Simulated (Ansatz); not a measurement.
Method: PBE0-D4/def2-SVP run with Ansatz (a first-principles code). No frequencies were computed at this level.

Ansatz 0.2 input:
```yaml
crystal:
  periodic: [false, false, false]
  atoms:
    - { symbol: B, position_ang: [3.643943, -0.263268, -0.139572] }
    - { symbol: C, position_ang: [2.105974, -0.155262, -0.090663] }
    - { symbol: C, position_ang: [1.307609, -0.443811, -1.218781] }
    - { symbol: C, position_ang: [-0.063864, -0.35537, -1.201792] }
    - { symbol: C, position_ang: [-0.720241, 0.034459, -0.032174] }
    - { symbol: C, position_ang: [-2.134017, 0.193594, 0.21129] }
    - { symbol: B, position_ang: [-3.280588, -0.036346, -0.778463] }
    - { symbol: C, position_ang: [-2.339696, 0.594973, 1.505774] }
    - { symbol: S, position_ang: [-0.926562, 0.793606, 2.457706] }
    - { symbol: C, position_ang: [0.069686, 0.324661, 1.097027] }
    - { symbol: C, position_ang: [1.447106, 0.235071, 1.079528] }
    - { symbol: H, position_ang: [4.277811, -0.017156, 0.811562] }
    - { symbol: H, position_ang: [4.177716, -0.590498, -1.127042] }
    - { symbol: H, position_ang: [1.803616, -0.745946, -2.129629] }
    - { symbol: H, position_ang: [-0.644327, -0.583202, -2.082449] }
    - { symbol: H, position_ang: [-4.380801, 0.13947, -0.423762] }
    - { symbol: H, position_ang: [-3.067789, -0.382756, -1.873784] }
    - { symbol: H, position_ang: [-3.289707, 0.791427, 1.966628] }
    - { symbol: H, position_ang: [2.01413, 0.466355, 1.968597] }
basis:
  gaussian: { orbitals: def2-svp }
hamiltonian:
  xc: pbe0
  dispersion: d4
relax:
  max_steps: 150
```

Output:

```
Functional definition: PBE0
2289 factors; integrals over basis functions are off by at most 3.7e-4 eV
mean field evaluation 1: about -20575.1717 eV, gradient 6.4e1 eV
mean field evaluation 2: about -20559.4037 eV, gradient 1.0e2 eV
mean field evaluation 4: about -20586.8269 eV, gradient 1.2e1 eV
mean field evaluation 8: about -20587.2891 eV, gradient 6.5e-1 eV
mean field evaluation 16: about -20587.2902 eV, gradient 2.4e-4 eV
mean field -20587.29020951 eV, -756.5689606330 hartree, gradient 4.2e-5 eV, S^2 0.000000; 0 other end points of the search recorded, 0 dependent functions left out
reference -20587.29024473 eV, -756.5689619274 hartree; 41, 41 occupied and 157, 157 virtual orbitals, 2289 factors
relax step   1: F+E_penalty+E_count = -20587.88232776 eV  Δ(F+E_penalty+E_count) = +0.000e0 eV  max|allowed force component| = 1.156e0 eV/Å  Δτ_max = 0.0000 Å  (31 SCF iters, accepted)
these checks for a lower state are left out or cut short: starts, cluster_reference, orbital_swaps, neighbouring_geometries, increment
2289 factors; integrals over basis functions are off by at most 4.0e-4 eV
mean field -20587.40019168 eV, -756.5730024030 hartree, gradient 1.6e-5 eV, S^2 0.000000; 0 other end points of the search recorded, 0 dependent functions left out
reference -20587.40022713 eV, -756.5730037059 hartree; 41, 41 occupied and 157, 157 virtual orbitals, 2289 factors
relax step   2: F+E_penalty+E_count = -20587.99027578 eV  Δ(F+E_penalty+E_count) = -1.079e-1 eV  max|allowed force component| = 3.577e-1 eV/Å  Δτ_max = 0.0396 Å  (32 SCF iters, accepted)
these checks for a lower state are left out or cut short: starts, cluster_reference, orbital_swaps, neighbouring_geometries, increment
2289 factors; integrals over basis functions are off by at most 4.2e-4 eV
mean field evaluation 32: about -20587.4109 eV, gradient 5.0e-4 eV
mean field -20587.41089251 eV, -756.5733956514 hartree, gradient 1.5e-5 eV, S^2 0.000000; 0 other end points of the search recorded, 0 dependent functions left out
reference -20587.41092805 eV, -756.5733969577 hartree; 41, 41 occupied and 157, 157 virtual orbitals, 2289 factors
relax step   3: F+E_penalty+E_count = -20588.00037159 eV  Δ(F+E_penalty+E_count) = -1.010e-2 eV  max|allowed force component| = 6.932e-2 eV/Å  Δτ_max = 0.0169 Å  (33 SCF iters, accepted)
these checks for a lower state are left out or cut short: starts, cluster_reference, orbital_swaps, neighbouring_geometries, increment
2289 factors; integrals over basis functions are off by at most 4.2e-4 eV
mean field -20587.41100317 eV, -756.5733997181 hartree, gradient 1.4e-5 eV, S^2 0.000000; 0 other end points of the search recorded, 0 dependent functions left out
reference -20587.41103872 eV, -756.5734010246 hartree; 41, 41 occupied and 157, 157 virtual orbitals, 2289 factors
relax step   4: F+E_penalty+E_count = -20588.00050611 eV  Δ(F+E_penalty+E_count) = -1.345e-4 eV  max|allowed force component| = 3.422e-2 eV/Å  Δτ_max = 0.0055 Å  (26 SCF iters, accepted)
these checks for a lower state are left out or cut short: starts, cluster_reference, orbital_swaps, neighbouring_geometries, increment
2289 factors; integrals over basis functions are off by at most 4.2e-4 eV
mean field -20587.41115879 eV, -756.5734054372 hartree, gradient 2.4e-5 eV, S^2 0.000000; 0 other end points of the search recorded, 0 dependent functions left out
reference -20587.41119434 eV, -756.5734067436 hartree; 41, 41 occupied and 157, 157 virtual orbitals, 2289 factors
relax step   5: F+E_penalty+E_count = -20588.00071850 eV  Δ(F+E_penalty+E_count) = -2.124e-4 eV  max|allowed force component| = 4.870e-3 eV/Å  Δτ_max = 0.0061 Å  (26 SCF iters, accepted)
2289 factors; integrals over basis functions are off by at most 4.2e-4 eV
mean field evaluation 64: about -20587.4112 eV, gradient 3.1e-4 eV
mean field -20587.41115879 eV, -756.5734054372 hartree, gradient 2.4e-5 eV, S^2 0.000000; 1 other end points of the search recorded, 0 dependent functions left out
reference -20587.41119434 eV, -756.5734067436 hartree; 41, 41 occupied and 157, 157 virtual orbitals, 2289 factors
Total energy: -20588.00075405 eV, -756.5950726633 hartree
Atom 0 at     3.645083    -0.260295    -0.131742 Å, force    -0.001070    -0.000065     0.000267 eV/Å
Atom 1 at     2.111490    -0.155545    -0.091737 Å, force    -0.002149     0.000162     0.000527 eV/Å
Atom 2 at     1.319282    -0.449842    -1.233318 Å, force     0.003377     0.000145     0.000948 eV/Å
Atom 3 at    -0.059871    -0.361561    -1.217323 Å, force    -0.001295     0.000245     0.000330 eV/Å
Atom 4 at    -0.714403     0.032254    -0.036673 Å, force     0.002744     0.000089     0.001467 eV/Å
Atom 5 at    -2.134660     0.192177     0.208852 Å, force    -0.004291    -0.001097    -0.004870 eV/Å
Atom 6 at    -3.293631    -0.029629    -0.763779 Å, force    -0.000442     0.000877     0.004052 eV/Å
Atom 7 at    -2.349640     0.596436     1.512520 Å, force     0.000283     0.000083     0.001018 eV/Å
Atom 8 at    -0.934287     0.792181     2.452037 Å, force     0.002143    -0.000352    -0.001054 eV/Å
Atom 9 at     0.071648     0.326427     1.103203 Å, force    -0.001651     0.000316     0.000364 eV/Å
Atom 10 at     1.459952     0.237706     1.088351 Å, force     0.001125    -0.000482    -0.001358 eV/Å
Atom 11 at     4.296803    -0.004019     0.855476 Å, force     0.000204    -0.000032    -0.000367 eV/Å
Atom 12 at     4.209725    -0.598520    -1.146922 Å, force     0.000385     0.000065     0.000408 eV/Å
Atom 13 at     1.826894    -0.755865    -2.151634 Å, force     0.000474    -0.000446    -0.000816 eV/Å
Atom 14 at    -0.649111    -0.592728    -2.106997 Å, force     0.000215     0.000217     0.000174 eV/Å
Atom 15 at    -4.427241     0.153258    -0.384656 Å, force     0.000542    -0.000495    -0.001770 eV/Å
Atom 16 at    -3.102042    -0.384024    -1.903468 Å, force    -0.001085     0.000154    -0.000868 eV/Å
Atom 17 at    -3.322301     0.791948     1.966945 Å, force     0.000734     0.000111     0.000920 eV/Å
Atom 18 at     2.046308     0.469642     1.980866 Å, force    -0.000245     0.000506     0.000629 eV/Å
Dipole moment:    -0.221435     0.076512     0.210132 e Å
```

Cost: very roughly 80 core-seconds.
